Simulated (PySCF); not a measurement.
## Calculated data, CH5OSi2, C2H6FSi, CH3F2Si, CH6NOSi and others

Calculation on a computer-drawn molecule: the log of a Hartree-Fock and frozen-core CCSD(T) single point meant for a local Hartree-Fock minimum, with one planted fault or none, to be diagnosed. Offsets are logged minus clean, where the clean run is the same molecule without the fault. The reference is restricted for singlets and unrestricted otherwise, and also for a bond in bohr or an excited solution. Adding or removing an electron swaps singlet and doublet. The excited solution moves the top pair (singlet) or top alpha electron (doublet) to the lowest empty orbital. Highest occupied and lowest empty are orbital energies over both spins, largest force is the largest gradient component, triples share is (T) over the correlation energy, the T1 limit is 0.02 restricted and 0.045 unrestricted, electrons count all cores, a negative frequency is imaginary (commonest isotopes), and the dipole is about the centre of nuclear charge. Program: PySCF 2.14.0.

Common to all runs: meant charge 0; meant basis cc-pV(D+d)Z; logged SCF converged yes; logged CC converged yes; logged SCF stable within its kind yes; possible faults no fault, one electron removed, one electron added, multiplicity raised by two, geometry at a saddle point, SCF held on an excited solution, minimal basis STO-3G, one bond length entered in bohr, all coordinates scaled.

(1) 
```xyz
9
formula=CH5OSi2 meant_multiplicity=2 logged_electrons=47 logged_basis_functions=99 logged_spin_squared=0.7693 logged_highest_occupied=-8.8038 logged_lowest_empty=0.38897 logged_largest_force=0.13616 logged_T1_diagnostic=0.018734 logged_D1_diagnostic=0.067147 logged_triples_share=0.0286 logged_dipole_magnitude=5.2785 logged_energy_HF=-693.43805 logged_energy_CCSD(T)=-693.99494 planted_fault=all_coordinates_scaled,by_-6.2_% HF_energy_offset_from_clean_run=26.03 CCSD(T)_energy_offset_from_clean_run=34.19
C      0.9124    -0.8668     2.1553
Si     0.0335    -0.2453     0.7503
Si     1.0169    -0.4042    -1.1815
O      0.3565    -0.3662    -2.4269
H      0.8414    -1.8883     2.2123
H      1.9038    -0.6124     2.1116
H      0.5209    -0.4744     3.0173
H     -1.3058    -0.6015     0.7402
H      2.4026    -0.4355    -1.0630
```

Units: logged_highest_occupied, logged_lowest_empty in eV; logged_largest_force in hartree/bohr; logged_dipole_magnitude in debye; logged_energy_HF, logged_energy_CCSD(T) in hartree; HF_energy_offset_from_clean_run, CCSD(T)_energy_offset_from_clean_run in kcal/mol.

Drawn bonds:
```csv
atom,other atom,order
1,2,1
2,3,1
3,4,2
1,5,1
1,6,1
1,7,1
2,8,1
3,9,1
```

(2) 
```xyz
10
formula=C2H6FSi meant_multiplicity=2 logged_electrons=40 logged_basis_functions=95 logged_spin_squared=0 logged_highest_occupied=-18.182 logged_lowest_empty=-6.7316 logged_largest_force=0.11174 logged_T1_diagnostic=0.015193 logged_D1_diagnostic=0.058699 logged_triples_share=0.026065 logged_dipole_magnitude=3.8632 logged_energy_HF=-467.36569 logged_energy_CCSD(T)=-467.98461 planted_fault=one_electron_removed HF_energy_offset_from_clean_run=180.1 CCSD(T)_energy_offset_from_clean_run=178.6
C     -1.8124    -2.2435    -2.3105
Si    -1.4310    -0.5390    -1.6318
C     -2.0280     0.8345    -2.7580
F     -2.2397    -0.3912    -0.2250
H     -1.3058    -2.4013    -3.2667
H     -1.4890    -3.0252    -1.6195
H     -2.8902    -2.3532    -2.4697
H     -3.1072     0.7452    -2.9209
H     -1.5283     0.7830    -3.7293
H     -1.8294     1.8167    -2.3232
```

Units: logged_highest_occupied, logged_lowest_empty in eV; logged_largest_force in hartree/bohr; logged_dipole_magnitude in debye; logged_energy_HF, logged_energy_CCSD(T) in hartree; HF_energy_offset_from_clean_run, CCSD(T)_energy_offset_from_clean_run in kcal/mol.

Drawn bonds:
```csv
atom,other atom,order
1,2,1
2,3,1
2,4,1
1,5,1
1,6,1
1,7,1
3,8,1
3,9,1
3,10,1
```

(3) 
```xyz
7
formula=CH3F2Si meant_multiplicity=2 logged_electrons=41 logged_basis_functions=27 logged_spin_squared=0.7543 logged_highest_occupied=-6.3725 logged_lowest_empty=5.7412 logged_largest_force=0.014615 logged_T1_diagnostic=0.013901 logged_D1_diagnostic=0.079535 logged_triples_share=0.033765 logged_dipole_magnitude=1.7271 logged_energy_HF=-520.83779 logged_energy_CCSD(T)=-520.98364 planted_fault=minimal_basis_STO-3G HF_energy_offset_from_clean_run=4200 CCSD(T)_energy_offset_from_clean_run=4505
C     -2.5359    -0.0826     0.1960
Si    -1.1970     0.0103    -1.0929
F     -1.0009     1.5468    -1.5351
F      0.2023    -0.4305    -0.4277
H     -2.6527    -1.1070     0.5553
H     -2.2660     0.5588     1.0400
H     -3.4886     0.2578    -0.2144
```

Units: logged_highest_occupied, logged_lowest_empty in eV; logged_largest_force in hartree/bohr; logged_dipole_magnitude in debye; logged_energy_HF, logged_energy_CCSD(T) in hartree; HF_energy_offset_from_clean_run, CCSD(T)_energy_offset_from_clean_run in kcal/mol.

Drawn bonds:
```csv
atom,other atom,order
1,2,1
2,3,1
2,4,1
1,5,1
1,6,1
1,7,1
```

(4) 
```xyz
10
formula=CH6NOSi meant_multiplicity=2 logged_electrons=41 logged_basis_functions=95 logged_spin_squared=1.5214 logged_highest_occupied=-8.5829 logged_lowest_empty=2.1884 logged_largest_force=0.0162 logged_T1_diagnostic=0.049166 logged_D1_diagnostic=0.2877 logged_triples_share=0.031627 logged_dipole_magnitude=2.3441 logged_energy_HF=-459.52845 logged_energy_CCSD(T)=-460.15983 planted_fault=one_bond_length_entered_in_bohr,row_7_of_the_drawn_bonds HF_energy_offset_from_clean_run=83.98 CCSD(T)_energy_offset_from_clean_run=89.42
C      0.9620    -1.2701    -0.6388
Si    -0.1552    -1.8952    -2.0166
N     -1.6085    -0.9589    -1.9593
O      0.5185    -1.6847    -3.5162
H      1.9219    -1.7917    -0.6525
H      1.1510    -0.1976    -0.7575
H      0.5054    -1.4303     0.3424
H     -2.9942    -1.3602    -3.1924
H     -2.0110    -0.7576    -1.0617
H      0.5065    -0.8065    -3.8719
```

Units: logged_highest_occupied, logged_lowest_empty in eV; logged_largest_force in hartree/bohr; logged_dipole_magnitude in debye; logged_energy_HF, logged_energy_CCSD(T) in hartree; HF_energy_offset_from_clean_run, CCSD(T)_energy_offset_from_clean_run in kcal/mol.

Drawn bonds:
```csv
atom,other atom,order
1,2,1
2,3,1
2,4,1
1,5,1
1,6,1
1,7,1
3,8,1
3,9,1
4,10,1
```

Notes: T1 above single-reference limit.

(5) 
```xyz
8
formula=CH4BNSi meant_multiplicity=1 logged_electrons=35 logged_basis_functions=85 logged_spin_squared=0.7851 logged_highest_occupied=-15.901 logged_lowest_empty=-6.6 logged_largest_force=0.055591 logged_T1_diagnostic=0.025897 logged_D1_diagnostic=0.095684 logged_triples_share=0.038608 logged_dipole_magnitude=3.4058 logged_energy_HF=-407.947 logged_energy_CCSD(T)=-408.45018 planted_fault=one_electron_removed HF_energy_offset_from_clean_run=175.8 CCSD(T)_energy_offset_from_clean_run=191.9
C     -0.0700     2.0410     0.2466
Si     0.0658     0.6220     1.5169
B     -0.2825    -0.9300     0.2212
N     -0.4849    -1.9049    -0.5055
H      0.0828     3.0189     0.7076
H     -1.0549     2.0304    -0.2361
H      0.6676     1.9115    -0.5548
H     -0.6471    -2.6831    -1.0882
```

Units: logged_highest_occupied, logged_lowest_empty in eV; logged_largest_force in hartree/bohr; logged_dipole_magnitude in debye; logged_energy_HF, logged_energy_CCSD(T) in hartree; HF_energy_offset_from_clean_run, CCSD(T)_energy_offset_from_clean_run in kcal/mol.

Drawn bonds:
```csv
atom,other atom,order
1,2,1
2,3,1
3,4,2
1,5,1
1,6,1
1,7,1
4,8,1
```

(6) 
```xyz
8
formula=CH4BFSi meant_multiplicity=1 logged_electrons=38 logged_basis_functions=85 logged_spin_squared=0 logged_highest_occupied=-8.1265 logged_lowest_empty=0.89891 logged_largest_force=0.056829 logged_T1_diagnostic=0.014767 logged_D1_diagnostic=0.048947 logged_triples_share=0.024668 logged_dipole_magnitude=1.536 logged_energy_HF=-453.22247 logged_energy_CCSD(T)=-453.77066 planted_fault=all_coordinates_scaled,by_-4.5_% HF_energy_offset_from_clean_run=9.589 CCSD(T)_energy_offset_from_clean_run=12.69
C      0.1727     2.0597    -0.1216
Si     0.0536     0.2345    -0.2481
B      0.2718    -0.1496     1.6695
F      1.4315    -0.3824     2.1578
H      0.0301     2.5297    -1.0409
H      1.1214     2.3246     0.2380
H     -0.5225     2.4458     0.5597
H     -0.6038    -0.2203     2.4174
```

Units: logged_highest_occupied, logged_lowest_empty in eV; logged_largest_force in hartree/bohr; logged_dipole_magnitude in debye; logged_energy_HF, logged_energy_CCSD(T) in hartree; HF_energy_offset_from_clean_run, CCSD(T)_energy_offset_from_clean_run in kcal/mol.

Drawn bonds:
```csv
atom,other atom,order
1,2,1
2,3,1
3,4,1
1,5,1
1,6,1
1,7,1
3,8,1
```

(7) 
```xyz
11
formula=C2H7NSi meant_multiplicity=1 logged_electrons=40 logged_basis_functions=100 logged_spin_squared=0 logged_highest_occupied=-8.182 logged_lowest_empty=1.117 logged_largest_force=3.64e-05 logged_lowest_frequency=86.498 logged_T1_diagnostic=0.010847 logged_D1_diagnostic=0.033565 logged_triples_share=0.028395 logged_dipole_magnitude=0.96792 logged_energy_HF=-423.1367 logged_energy_CCSD(T)=-423.7559 planted_fault=no_fault HF_energy_offset_from_clean_run=0 CCSD(T)_energy_offset_from_clean_run=0
C      0.5312     1.5204     1.0435
Si     0.7838     1.6437    -0.8446
C      0.3035    -0.1531    -1.3199
N      0.4616    -0.5694    -2.7175
H     -0.3124     0.8907     1.3450
H      0.4371     2.4986     1.5211
H      1.4407     1.0523     1.4506
H      0.8519    -0.8592    -0.6812
H     -0.7482    -0.3003    -1.0319
H     -0.0498     0.0538    -3.3211
H      1.4242    -0.4735    -2.9969
```

Units: logged_highest_occupied, logged_lowest_empty in eV; logged_largest_force in hartree/bohr; logged_lowest_frequency in cm⁻¹; logged_dipole_magnitude in debye; logged_energy_HF, logged_energy_CCSD(T) in hartree; HF_energy_offset_from_clean_run, CCSD(T)_energy_offset_from_clean_run in kcal/mol.

Drawn bonds:
```csv
atom,other atom,order
1,2,1
2,3,1
3,4,1
1,5,1
1,6,1
1,7,1
3,8,1
3,9,1
4,10,1
4,11,1
```

(8) 
```xyz
6
formula=CH3FSi meant_multiplicity=1 logged_electrons=31 logged_basis_functions=66 logged_spin_squared=0.7728 logged_highest_occupied=-18.427 logged_lowest_empty=-7.2752 logged_largest_force=0.053072 logged_T1_diagnostic=0.020433 logged_D1_diagnostic=0.070766 logged_triples_share=0.025426 logged_dipole_magnitude=4.0218 logged_energy_HF=-427.70869 logged_energy_CCSD(T)=-428.13941 planted_fault=one_electron_removed HF_energy_offset_from_clean_run=188.8 CCSD(T)_energy_offset_from_clean_run=205.2
C     -1.5018     2.6749    -1.6224
Si    -0.8471     0.9928    -1.0566
F      0.6768     1.4578    -0.6901
H     -1.4026     3.4051    -0.8095
H     -0.8971     3.0469    -2.4591
H     -2.5486     2.6340    -1.9344
```

Units: logged_highest_occupied, logged_lowest_empty in eV; logged_largest_force in hartree/bohr; logged_dipole_magnitude in debye; logged_energy_HF, logged_energy_CCSD(T) in hartree; HF_energy_offset_from_clean_run, CCSD(T)_energy_offset_from_clean_run in kcal/mol.

Drawn bonds:
```csv
atom,other atom,order
1,2,1
2,3,1
1,4,1
1,5,1
1,6,1
```

(9) 
```xyz
6
formula=CH3FSi meant_multiplicity=1 logged_electrons=32 logged_basis_functions=22 logged_spin_squared=0 logged_highest_occupied=-6.1637 logged_lowest_empty=6.4389 logged_largest_force=0.022251 logged_T1_diagnostic=0.01875 logged_D1_diagnostic=0.0731 logged_triples_share=0.038531 logged_dipole_magnitude=0.75755 logged_energy_HF=-422.77211 logged_energy_CCSD(T)=-422.91075 planted_fault=minimal_basis_STO-3G HF_energy_offset_from_clean_run=3286 CCSD(T)_energy_offset_from_clean_run=3486
C     -1.5018     2.6749    -1.6224
Si    -0.8471     0.9928    -1.0566
F      0.6768     1.4578    -0.6901
H     -1.4026     3.4051    -0.8095
H     -0.8971     3.0469    -2.4591
H     -2.5486     2.6340    -1.9344
```

Units: logged_highest_occupied, logged_lowest_empty in eV; logged_largest_force in hartree/bohr; logged_dipole_magnitude in debye; logged_energy_HF, logged_energy_CCSD(T) in hartree; HF_energy_offset_from_clean_run, CCSD(T)_energy_offset_from_clean_run in kcal/mol.

Drawn bonds:
```csv
atom,other atom,order
1,2,1
2,3,1
1,4,1
1,5,1
1,6,1
```

(10) 
```xyz
9
formula=CH5FSi2 meant_multiplicity=1 logged_electrons=48 logged_basis_functions=33 logged_spin_squared=0 logged_highest_occupied=-5.552 logged_lowest_empty=5.4816 logged_largest_force=0.026615 logged_T1_diagnostic=0.0085439 logged_D1_diagnostic=0.024823 logged_triples_share=0.014429 logged_dipole_magnitude=1.7963 logged_energy_HF=-709.52081 logged_energy_CCSD(T)=-709.70449 planted_fault=minimal_basis_STO-3G HF_energy_offset_from_clean_run=5378 CCSD(T)_energy_offset_from_clean_run=5625
C     -0.4283    -0.7556     0.4090
Si     1.0888     0.3195    -0.0550
Si     0.8600    -0.0328    -2.4279
F      1.9195     0.8621    -3.2775
H     -0.5372    -1.6865    -0.1567
H     -1.3185    -0.1466     0.1884
H     -0.4523    -0.9866     1.4761
H     -0.4909     0.3237    -2.9254
H      1.1232    -1.4511    -2.7761
```

Units: logged_highest_occupied, logged_lowest_empty in eV; logged_largest_force in hartree/bohr; logged_dipole_magnitude in debye; logged_energy_HF, logged_energy_CCSD(T) in hartree; HF_energy_offset_from_clean_run, CCSD(T)_energy_offset_from_clean_run in kcal/mol.

Drawn bonds:
```csv
atom,other atom,order
1,2,1
2,3,1
3,4,1
1,5,1
1,6,1
1,7,1
3,8,1
3,9,1
```
